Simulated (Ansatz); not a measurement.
A short molecular-dynamics run on C₃H₈O₂Si, SMILES `CC(C)O[Si]O`.

```yaml
crystal:
  periodic: [false, false, false]
  atoms:
    - {symbol: C, position_ang: [-0.334417, -1.256205, -0.992443]}
    - {symbol: C, position_ang: [0.084866, -0.476456, 0.234972]}
    - {symbol: C, position_ang: [1.582183, -0.269908, 0.310658]}
    - {symbol: O, position_ang: [-0.551700, 0.798168, 0.206540]}
    - {symbol: Si, position_ang: [-1.610664, 1.323385, 1.365381]}
    - {symbol: O, position_ang: [-1.966304, 2.812153, 0.762242]}
    - {symbol: H, position_ang: [-1.417290, -1.393529, -1.011809]}
    - {symbol: H, position_ang: [-0.039924, -0.720050, -1.897953]}
    - {symbol: H, position_ang: [0.138435, -2.240904, -1.003023]}
    - {symbol: H, position_ang: [-0.245114, -1.021191, 1.132612]}
    - {symbol: H, position_ang: [2.102598, -1.230130, 0.332496]}
    - {symbol: H, position_ang: [1.929092, 0.293155, -0.559257]}
    - {symbol: H, position_ang: [1.850369, 0.288106, 1.209847]}
    - {symbol: H, position_ang: [-1.535233, 3.064204, -0.061664]}
basis:
  gaussian: {orbitals: def2-SVP}
hamiltonian: {xc: {name: r2SCAN}, dispersion: rvv10}
md: {timestep: 1 fs, n_steps: 50, ensemble: nvt_langevin, temperature: 1000, initial_velocities: maxwell_boltzmann, friction: 0.01, seed: 525}
```

```sh
$ ansatz run in.yaml --threads 4 --pin off --events-out ev --progress --plain --max-ram 11315MiB
```

```tsv
step	time (fs)	potential energy (eV)	kinetic (eV)	T (K)	conserved (eV)
0	0.0	-15199.5524	1.6804	929	–
1	1.0	-15199.3847	1.4784	817	–
2	2.0	-15199.0269	1.1283	624	–
3	3.0	-15198.7756	0.9835	544	–
4	4.0	-15198.7567	1.0131	560	–
5	5.0	-15198.8425	0.9939	549	–
6	6.0	-15198.8877	1.0309	570	–
7	7.0	-15198.8514	1.0065	556	–
8	8.0	-15198.7529	0.9557	528	–
9	9.0	-15198.7202	0.9644	533	–
10	10.0	-15198.9126	1.1504	636	–
11	11.0	-15199.0564	1.2495	690	–
12	12.0	-15198.9729	1.1847	655	–
13	13.0	-15198.7929	0.9857	545	–
14	14.0	-15198.6353	0.8500	470	–
15	15.0	-15198.5159	0.6800	376	–
16	16.0	-15198.5397	0.6649	367	–
17	17.0	-15198.7095	0.8149	450	–
18	18.0	-15198.8183	0.8555	473	–
19	19.0	-15198.6877	0.7804	431	–
20	20.0	-15198.4682	0.5655	313	–
21	21.0	-15198.6146	0.7624	421	–
22	22.0	-15198.8546	1.0240	566	–
23	23.0	-15198.7327	1.0133	560	–
24	24.0	-15198.4280	0.7159	396	–
25	25.0	-15198.2903	0.6211	343	–
26	26.0	-15198.3184	0.6414	354	–
27	27.0	-15198.3569	0.6455	357	–
28	28.0	-15198.4014	0.6318	349	–
29	29.0	-15198.4823	0.7579	419	–
30	30.0	-15198.4727	0.7928	438	–
31	31.0	-15198.4361	0.8659	478	–
32	32.0	-15198.6255	1.0415	576	–
33	33.0	-15198.7210	1.1320	626	–
34	34.0	-15198.6632	1.1489	635	–
35	35.0	-15198.6601	1.0841	599	–
36	36.0	-15198.6055	1.0418	576	–
37	37.0	-15198.4977	0.9849	544	–
38	38.0	-15198.4718	0.9750	539	–
39	39.0	-15198.5595	1.0459	578	–
40	40.0	-15198.6552	1.2434	687	–
41	41.0	-15198.6662	1.2029	665	–
42	42.0	-15198.6196	1.2742	704	–
43	43.0	-15198.5553	1.1930	659	–
44	44.0	-15198.4214	0.9660	534	–
45	45.0	-15198.3463	0.8956	495	–
46	46.0	-15198.4217	0.9407	520	–
47	47.0	-15198.4185	0.9974	551	–
48	48.0	-15198.3100	0.9769	540	–
49	49.0	-15198.2521	1.0416	576	–
50	50.0	-15198.3164	1.1113	614	–
```

Velocities are drawn at the set temperature; a run this short doesn't reach equilibrium.

Frames (Å, forces in eV/Å):

```xyz
14
time=0.0 fs
C    -0.334   -1.256   -0.992    0.042    0.048    0.119
C     0.085   -0.476    0.235    0.125   -0.010   -0.176
C     1.582   -0.270    0.311   -0.129   -0.040    0.002
O    -0.552    0.798    0.207    0.383   -0.034   -0.536
Si   -1.611    1.323    1.365   -0.420   -0.287    0.833
O    -1.966    2.812    0.762   -0.272    0.482    0.036
H    -1.417   -1.394   -1.012   -0.316   -0.032   -0.007
H    -0.040   -0.720   -1.898    0.079    0.162   -0.261
H     0.138   -2.241   -1.003    0.125   -0.281   -0.012
H    -0.245   -1.021    1.133   -0.098   -0.178    0.279
H     2.103   -1.230    0.332    0.157   -0.265    0.010
H     1.929    0.293   -0.559    0.096    0.171   -0.249
H     1.850    0.288    1.210    0.074    0.169    0.259
H    -1.535    3.064   -0.062    0.154    0.095   -0.298
14
time=4.0 fs
C    -0.307   -1.251   -1.038   -1.349    2.090   -0.822
C     0.072   -0.465    0.221    1.862   -1.662   -0.312
C     1.600   -0.273    0.340    0.742   -1.225   -3.353
O    -0.563    0.756    0.241   -0.029    0.892   -1.007
Si   -1.616    1.334    1.367   -0.540   -0.485    1.337
O    -1.961    2.817    0.772    0.341    1.127   -2.105
H    -1.460   -1.167   -0.954    1.498   -0.727   -0.928
H     0.089   -0.698   -1.962   -0.794   -0.399    0.947
H     0.088   -2.262   -1.144   -0.157   -0.378    0.525
H    -0.281   -1.119    1.042    0.104    0.185    0.507
H     2.045   -1.361    0.357   -0.365    2.031    0.495
H     2.054    0.196   -0.726   -1.246   -0.926    2.762
H     1.848    0.394    1.167    0.395   -0.149    0.306
H    -1.635    3.049   -0.156   -0.462   -0.374    1.647
14
time=8.0 fs
C    -0.293   -1.230   -1.101    0.498   -0.598    0.805
C     0.085   -0.477    0.202    1.727   -2.658    0.381
C     1.634   -0.284    0.331   -2.758    0.725    3.296
O    -0.570    0.719    0.263   -0.283    1.374   -1.039
Si   -1.624    1.341    1.369   -0.392   -0.571    1.430
O    -1.947    2.832    0.769   -0.746   -0.065    2.163
H    -1.365   -1.078   -1.037   -0.760   -0.634   -0.765
H     0.101   -0.715   -1.964    0.152    0.490   -0.685
H     0.025   -2.340   -1.208   -0.567    1.609    0.624
H    -0.294   -1.199    1.004    0.495    0.849   -0.150
H     1.986   -1.270    0.474    1.031   -1.376    0.692
H     2.019    0.024   -0.562    1.225    1.418   -2.912
H     1.914    0.455    1.173   -0.328   -1.247   -1.060
H    -1.784    2.983   -0.125    0.706    0.685   -2.781
14
time=12.0 fs
C    -0.278   -1.218   -1.151   -0.369    3.263    0.285
C     0.119   -0.512    0.190    0.598   -0.677   -1.032
C     1.645   -0.298    0.345   -0.157   -1.313   -2.346
O    -0.593    0.697    0.274    0.497    0.349   -0.958
Si   -1.627    1.336    1.384   -0.369    0.315    0.866
O    -1.939    2.857    0.766   -0.156    0.055   -2.439
H    -1.360   -1.093   -1.212   -0.447    0.119   -0.088
H     0.136   -0.647   -2.017   -0.005   -0.484    0.294
H    -0.148   -2.253   -1.229    0.981   -1.985    0.051
H    -0.227   -1.207    0.947   -0.165   -0.257    0.972
H     2.065   -1.277    0.664    0.096    0.271   -0.339
H     2.121    0.006   -0.662   -0.614   -0.429    1.296
H     1.969    0.412    1.066   -0.073    1.072    1.093
H    -1.890    3.001   -0.249    0.184   -0.298    2.345
14
time=16.0 fs
C    -0.272   -1.193   -1.201   -1.271    0.026    0.376
C     0.158   -0.538    0.174   -1.599   -0.463   -0.430
C     1.647   -0.314    0.341    2.874    0.369   -1.350
O    -0.616    0.689    0.277    1.268   -0.443   -0.873
Si   -1.629    1.331    1.405   -0.386    1.235    0.280
O    -1.936    2.891    0.756   -0.030   -1.602    2.919
H    -1.401   -1.084   -1.354    1.138    0.413    0.440
H     0.206   -0.611   -2.036   -0.119   -0.876    0.371
H    -0.240   -2.330   -1.246    1.022    1.153   -0.042
H    -0.172   -1.220    0.995    0.006    0.209   -0.150
H     2.152   -1.271    0.776   -0.739    1.348   -1.007
H     2.221    0.010   -0.715   -1.514   -1.001    2.541
H     1.968    0.512    1.056   -0.856   -0.737   -0.528
H    -1.983    3.020   -0.159    0.207    0.371   -2.547
14
time=20.0 fs
C    -0.288   -1.170   -1.231    1.289   -0.221    1.245
C     0.179   -0.560    0.167   -2.198   -0.515   -0.161
C     1.685   -0.329    0.319   -3.683    1.417    4.341
O    -0.627    0.681    0.271    1.290   -0.524   -0.296
Si   -1.635    1.336    1.430    0.047    1.412   -0.600
O    -1.939    2.913    0.761   -0.426   -1.131   -1.511
H    -1.337   -1.000   -1.397   -0.888    0.412    0.171
H     0.255   -0.663   -2.048    0.044   -0.260    0.043
H    -0.197   -2.282   -1.284    0.522    0.501    0.002
H    -0.170   -1.239    1.021    0.303    0.548   -0.872
H     2.172   -1.156    0.730    0.903   -1.828    0.779
H     2.116   -0.051   -0.512    2.495    1.399   -5.336
H     1.872    0.551    0.992   -0.329   -0.696   -0.043
H    -2.063    3.074   -0.242    0.629   -0.514    2.240
14
time=24.0 fs
C    -0.291   -1.149   -1.246    0.535    1.711    0.981
C     0.185   -0.595    0.161   -0.937    1.964   -2.876
C     1.701   -0.329    0.319    0.295   -1.153   -3.101
O    -0.623    0.677    0.261    0.914   -0.453    0.580
Si   -1.638    1.353    1.456    0.510    1.299   -1.426
O    -1.953    2.923    0.753    0.204   -2.432    4.062
H    -1.356   -0.837   -1.415    0.698   -0.692    0.153
H     0.326   -0.741   -2.069   -0.146    0.410    0.241
H    -0.083   -2.190   -1.299   -0.319   -1.595   -0.017
H    -0.127   -1.228    0.940   -0.728   -1.220    1.410
H     2.249   -1.253    0.726   -0.690    1.267   -0.425
H     2.202   -0.022   -0.747   -1.107   -0.629    2.496
H     1.728    0.509    0.969    0.699    1.010    1.073
H    -2.035    3.127   -0.135    0.070    0.513   -3.151
14
time=28.0 fs
C    -0.283   -1.115   -1.238    2.277   -1.937   -0.134
C     0.182   -0.615    0.127   -1.011    0.734    0.613
C     1.722   -0.338    0.285   -1.511    2.314   -0.506
O    -0.610    0.672    0.255    0.535   -0.442    0.992
Si   -1.639    1.372    1.470    0.876    0.807   -1.837
O    -1.965    2.918    0.764   -0.044   -0.814   -0.995
H    -1.299   -0.767   -1.408   -0.420   -0.572   -0.198
H     0.387   -0.764   -2.054   -0.355    0.581    0.274
H    -0.039   -2.247   -1.318   -1.163    1.299    0.201
H    -0.144   -1.344    0.960    0.217    0.959   -0.879
H     2.244   -1.201    0.691    0.187   -0.305    0.205
H     2.176   -0.074   -0.767   -0.641   -0.053    2.042
H     1.701    0.556    1.070    0.761   -1.664   -1.686
H    -1.943    3.215   -0.205    0.291   -0.906    1.908
14
time=32.0 fs
C    -0.258   -1.104   -1.225    0.703    0.309   -1.835
C     0.175   -0.612    0.102    0.191    1.961    0.598
C     1.723   -0.336    0.250   -4.118   -1.615    2.890
O    -0.595    0.667    0.256    0.146   -0.060    1.172
Si   -1.633    1.387    1.474    1.003    0.088   -1.616
O    -1.979    2.903    0.768   -0.073   -1.229    1.110
H    -1.288   -0.797   -1.440   -0.076   -0.084    0.024
H     0.412   -0.702   -2.036   -0.606   -0.030    0.414
H    -0.185   -2.173   -1.316    0.026   -0.983    0.027
H    -0.096   -1.343    0.856   -0.518   -0.104    0.794
H     2.213   -1.187    0.672    0.460   -1.057    0.332
H     2.105   -0.139   -0.645    2.050    1.402   -4.206
H     1.793    0.438    0.962    0.456    1.449    0.875
H    -1.776    3.171   -0.128    0.356   -0.048   -0.577
14
time=36.0 fs
C    -0.228   -1.098   -1.230   -2.052   -0.865   -1.924
C     0.176   -0.586    0.079   -0.227    1.348    1.661
C     1.688   -0.350    0.229    2.011   -0.473   -1.914
O    -0.592    0.660    0.277    0.229    0.312    0.617
Si   -1.611    1.403    1.468    0.812   -1.112   -0.548
O    -1.992    2.865    0.774    0.885    0.364   -1.474
H    -1.290   -0.827   -1.485    0.598    0.302    0.500
H     0.370   -0.626   -2.012    0.241   -0.391   -0.472
H    -0.359   -2.203   -1.304    1.078    0.291   -0.043
H    -0.081   -1.332    0.838   -0.440    0.073    0.568
H     2.223   -1.289    0.667   -0.847    1.308   -0.901
H     2.225   -0.082   -0.858   -1.334   -0.654    2.711
H     1.944    0.474    0.916   -0.281   -0.018   -0.029
H    -1.550    3.128   -0.089   -0.672   -0.485    1.249
14
time=40.0 fs
C    -0.221   -1.092   -1.259   -0.341   -0.641   -1.100
C     0.176   -0.548    0.081   -1.268   -1.003    2.224
C     1.673   -0.353    0.179    1.127    3.568    0.940
O    -0.588    0.640    0.308    0.142    1.265   -0.069
Si   -1.584    1.415    1.464    0.554   -2.368    0.731
O    -1.985    2.826    0.764    0.625    1.045   -1.104
H    -1.223   -0.756   -1.473   -0.906    0.237    0.060
H     0.371   -0.583   -2.060    0.001   -0.843    0.218
H    -0.329   -2.221   -1.323    0.871    1.034   -0.080
H    -0.175   -1.310    0.914    0.746    1.080   -1.215
H     2.148   -1.215    0.564    0.684   -1.481    0.567
H     2.200   -0.099   -0.767   -0.562   -0.158   -0.022
H     2.040    0.546    0.888   -1.192   -1.873   -1.118
H    -1.354    3.036    0.044   -0.480    0.137   -0.033
14
time=44.0 fs
C    -0.214   -1.079   -1.299   -0.895    1.802    0.879
C     0.155   -0.512    0.112    0.640   -0.779   -1.825
C     1.667   -0.313    0.137   -1.087   -4.374   -0.686
O    -0.585    0.627    0.331   -0.500    2.791   -0.213
Si   -1.556    1.409    1.475    0.084   -2.244    1.189
O    -1.968    2.802    0.740    0.322    0.816   -0.517
H    -1.221   -0.624   -1.439    0.052   -1.006   -0.371
H     0.404   -0.664   -2.100    0.305    0.165   -0.006
H    -0.154   -2.150   -1.342   -0.301   -0.904   -0.045
H    -0.212   -1.190    0.869    0.382   -1.091    0.600
H     2.117   -1.279    0.477   -0.185    0.413    0.111
H     2.193   -0.158   -0.771   -0.054    0.437   -1.738
H     1.996    0.399    0.745    1.300    3.457    3.414
H    -1.225    2.958    0.141   -0.062    0.517   -0.791
14
time=48.0 fs
C    -0.216   -1.045   -1.332    1.058   -1.040    1.418
C     0.125   -0.497    0.127    1.300   -0.910   -2.513
C     1.661   -0.315    0.093    1.888   -0.320    1.657
O    -0.591    0.648    0.342   -0.177    2.089   -0.509
Si   -1.535    1.393    1.494   -0.384   -1.205    1.056
O    -1.945    2.779    0.711    0.383    0.579   -0.165
H    -1.206   -0.657   -1.468   -1.163   -0.504   -0.748
H     0.455   -0.703   -2.140   -0.113    0.624    0.357
H    -0.035   -2.165   -1.368   -0.937    0.877    0.142
H    -0.222   -1.205    0.889    0.435   -0.621    0.125
H     2.047   -1.354    0.446   -0.170    1.546   -0.400
H     2.178   -0.181   -0.969   -1.293    0.282    2.117
H     2.034    0.491    0.914   -0.638   -1.704   -1.930
H    -1.198    2.969    0.122   -0.188    0.307   -0.609
14
time=50.0 fs
C    -0.215   -1.028   -1.340    1.347   -1.204    0.838
C     0.115   -0.492    0.121    0.949   -1.469   -1.200
C     1.666   -0.327    0.079    0.320    1.477    2.827
O    -0.592    0.671    0.348    0.491    0.846   -0.849
Si   -1.524    1.381    1.507   -0.699   -0.490    0.973
O    -1.930    2.765    0.691   -0.603    0.155    0.918
H    -1.234   -0.726   -1.510   -0.879   -0.309   -0.622
H     0.479   -0.673   -2.168   -0.814    0.294    1.027
H    -0.023   -2.155   -1.363   -0.773    1.090    0.072
H    -0.201   -1.263    0.932    0.578    0.805   -1.169
H     1.999   -1.323    0.414    0.547    0.085    0.000
H     2.091   -0.172   -0.957   -0.390    0.451    1.129
H     2.043    0.498    0.968   -0.798   -2.176   -2.661
H    -1.218    2.977    0.104    0.722    0.446   -1.284
```

Hardware: 4 threads of an Arm Neoverse V2 on a shared host. Wall time 3.3 min, peak host memory 0.66 GiB.
